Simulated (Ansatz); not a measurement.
One change: `FB(F)[SiH3]` becomes `[F][Ga]([F])[SiH3]`.

Ansatz, PBE0-D4/def2-TZVP geometries, multiplicity 1. 

Scalar relativity is left out up to krypton.

| property | `FB(F)[SiH3]` |
| --- | --- |
| size of the dipole moment (B3LYP/def2-TZVPP) / D | 0.94 |
| LUMO energy (ωB97M-V/def2-TZVPP) / eV | 0.86 |
| HOMO–LUMO gap (ωB97M-V/def2-TZVPP) / eV | 12.17 |
| LUMO energy (PBE/def2-TZVPP) / eV | -2.12 |
| HOMO–LUMO gap (PBE/def2-TZVPP) / eV | 5.63 |
| size of the dipole moment (ωB97M-V/def2-TZVPP) / D | 0.92 |

Question: Give the same properties after the change, and the shifts. (Estimate.)

Answer: The calculation gave: 
| property | `[F][Ga]([F])[SiH3]` | shift |
| --- | --- | --- |
| size of the dipole moment (B3LYP/def2-TZVPP) / D | 3.64 | 2.70 |
| LUMO energy (ωB97M-V/def2-TZVPP) / eV | 0.01 | -0.85 |
| HOMO–LUMO gap (ωB97M-V/def2-TZVPP) / eV | 11.18 | -0.99 |
| LUMO energy (PBE/def2-TZVPP) / eV | -2.51 | -0.39 |
| HOMO–LUMO gap (PBE/def2-TZVPP) / eV | 5.28 | -0.35 |
| size of the dipole moment (ωB97M-V/def2-TZVPP) / D | 3.59 | 2.67 |

With PBE0 the HOMO rises by 0.05 eV and the LUMO falls by 0.60 eV, so the gap narrows by about 0.65 eV. PBE moves the HOMO by -0.04 eV and ωB97M-V by 0.15 eV. Dipoles are sizes alone; their direction can turn.

B3LYP here is the variant with VWN-RPA as its local correlation; programs differ in this.
